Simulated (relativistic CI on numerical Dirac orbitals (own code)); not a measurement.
Sensitivity of the levels of Ho41+ to α and to the nuclear radius

These numbers are calculated, not measured: Dirac-Coulomb-Breit CI, separate exchange-only KLI orbitals for each configuration, derivatives by finite differences, unscaled Slater integrals, QED left out (own radial code, finite nucleus).

Configurations in the expansion (outside the closed core [Ne]): 3s²3p⁶3d⁸, 3s²3p⁵3d⁹, 3s²3p⁴3d¹⁰, 3s3p⁶3d⁹, 3p⁶3d¹⁰, 3s3p⁵3d¹⁰, 3s²3p⁶3d⁷4s, 3s²3p⁶3d⁷4p. Levels of other configurations are missing.

With x = (α/α₀)² − 1 an excitation energy changes as ω = ω₀ + qx; K = 2q/ω₀ is the relative enhancement. Terms are leading LS components, so labels can repeat. The field-shift factor is F = δν/δ⟨r²⟩ for the transition from the lowest level.

Lowest level 3s²3p⁶3d⁸ ³F4.

```csv
Level,ω₀ (cm⁻¹),q (cm⁻¹),K,F (GHz/fm²)
3s²3p⁶3d⁸ ¹D2,63640,787.1,0.0247,-0.0232
3s²3p⁶3d⁸ ³P0,195789,21360,0.218,0.92
3s²3p⁶3d⁸ ³F3,317176,333900,2.11,5.91
3s²3p⁶3d⁸ ³P2,383013,338400,1.77,6.11
3s²3p⁶3d⁸ ³P1,420267,340600,1.62,6.33
3s²3p⁶3d⁸ ¹G4,426920,325000,1.52,6.26
3s²3p⁶3d⁸ ³F2,684317,667900,1.95,11.8
3s²3p⁶3d⁸ ¹S0,859363,664000,1.55,12.3
3s²3p⁵3d⁹ ³F°4,2868854,424100,0.296,20.3
3s²3p⁵3d⁹ ¹D°2,2938338,436700,0.297,20
3s²3p⁵3d⁹ ³D°3,3049382,455600,0.299,21.3
3s²3p⁵3d⁹ ¹P°1,3128428,451500,0.289,16.4
3s²3p⁵3d⁹ ³D°2,3302718,759800,0.46,26.2
3s²3p⁵3d⁹ ³P°0,3350331,770700,0.46,25.6
3s²3p⁵3d⁹ ³F°3,3369305,766200,0.455,23.4
3s²3p⁵3d⁹ ³D°1,3369665,759400,0.451,25.3
3s²3p⁵3d⁹ ³P°2,4540202,2.244e+06,0.988,-133
3s²3p⁵3d⁹ ¹F°3,4603665,2.217e+06,0.963,-129
3s²3p⁵3d⁹ ³F°2,4749712,2.566e+06,1.08,-125
3s²3p⁵3d⁹ ³D°1,4977274,2.589e+06,1.04,-131
3s²3p⁴3d¹⁰ ³P2,5931082,1.071e+06,0.361,-390
3s²3p⁴3d¹⁰ ¹S0,6122834,875000,0.286,30.8
3s3p⁶3d⁹ ³D3,6146524,2.483e+06,0.808,-3330
```

At this charge energies of transitions that change n are usually good to better than 1 %, and those within a shell (Δn = 0) to a few per cent.
